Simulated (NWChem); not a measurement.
Species: CuCl; SMILES [Cl][Cu]

All runs: NWChem. Pople sets run with spherical d functions. Coordinates come from a PBE-D3(BJ)/def2-SVP optimisation. Static field.

Taking CAM-B3LYP/def2-TZVPD as the yardstick, which of these has the fewest basis functions while keeping “isotropic polarisability (bohr³)” within 10 % of it: CAM-B3LYP/def2-TZVP; CAM-B3LYP/aug-cc-pVDZ; CAM-B3LYP/def2-SVP; CAM-B3LYP/6-31G*?

CAM-B3LYP/6-31G* (a larger set in the list lies outside the tolerance).
```
level                  basis functions  isotropic polarisability (bohr³)  relative time (rough)
---------------------  ---------------  --------------------------------  ---------------------
CAM-B3LYP/def2-SVP                  49                              24.2                      1
CAM-B3LYP/6-31G*                    52                              37.2                      5
CAM-B3LYP/def2-TZVP                 82                              28.8                      6
CAM-B3LYP/aug-cc-pVDZ               86                              36.2                     90
CAM-B3LYP/def2-TZVPD                94                              36.5                      9
```

The yardstick is one finite set, not the basis-set limit.
